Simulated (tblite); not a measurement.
Compound: BrFGeH2.
SMILES: `[F][GeH2][Br]`

Computed values, GFN2-xTB/tblite, gas phase, harmonic and unscaled. This tight-binding method is rough: wavenumbers can miss measured ones by several per cent, in bad cases by 10 to 20. Modes of hydrogen on germanium can be 10 to 20 % off.

Harmonic wavenumbers (cm⁻¹): 144.0, 305.3, 449.3, 482.3, 557.0, 655.0, 739.1, 1919.0, 1972.7.

A = 12046, B = 1961, C = 1726 MHz; mass 173.854 u (most abundant isotopes); point group Cs, symmetry number 1.

Problem. What is the zero-point energy?

Solution. Half the sum of the wavenumbers: 3612 cm⁻¹ = 10.33 kcal/mol.

Problem. What is S at 200 K and 1 bar for an ideal gas of classical rigid rotors and harmonic oscillators?

Solution. Translation 39.41, rotation 25.28, vibration 3.76: S = 68.4 cal/(mol K).

Problem. And Cp and H(200 K) − H(0)?

Solution. Cp = 14.08 cal/(mol K), of which vibrations give 6.13 (their classical limit is 9 R = 17.9); H(200 K) − H(0) = 2.08 kcal/mol without the zero-point energy, 0.49 from vibrations.

Problem. How do the functions run with temperature in this model?

Solution. 
| T (K) | S (cal/(mol K)) | Cp (cal/(mol K)) | H − H(0) (kcal/mol) | G − H(0) (kcal/mol) | ln q(vib) |
| --- | --- | --- | --- | --- | --- |
| 100 | 60.2 | 10.1 | 0.87 | -5.15 | 0.15 |
| 300 | 74.8 | 17.0 | 3.65 | -18.78 | 1.33 |
| 500 | 84.3 | 20.1 | 7.41 | -34.74 | 2.75 |
| 800 | 94.3 | 22.5 | 13.84 | -61.63 | 4.67 |
| 1000 | 99.5 | 23.4 | 18.44 | -81.02 | 5.78 |

q(vib) and H(0) count from the zero-point level.

Problem. Blend soft modes into free rotors: weight 1/[1 + (100 cm⁻¹/ν̃)⁴] for the oscillator and the rest for a rotor with moment μB/(μ + B), μ = h/(8π²ν), B = 10⁻⁴⁴ kg m². What vibrational entropy results?

Solution. 3.79 cal/(mol K) in place of 3.76, which changes −T·S at 200 K by -0.01 kcal/mol.

Problem. What must be added to the electronic energy to get the Gibbs energy at 200 K and 1 bar?

Solution. ZPE + [H(200 K) − H(0)] − T·S = 10.33 + 2.08 − 13.69 = -1.28 kcal/mol.

Problem. Which modes carry the vibrational entropy at 200 K?

Solution. 144.0 cm⁻¹: 2.00; 305.3 cm⁻¹: 0.78; 449.3 cm⁻¹: 0.34; 482.3 cm⁻¹: 0.28; 557.0 cm⁻¹: 0.18; 655.0 cm⁻¹: 0.10 cal/(mol K); the other 3 give 0.06 together.

Hindered rotation and anharmonicity are outside this model.
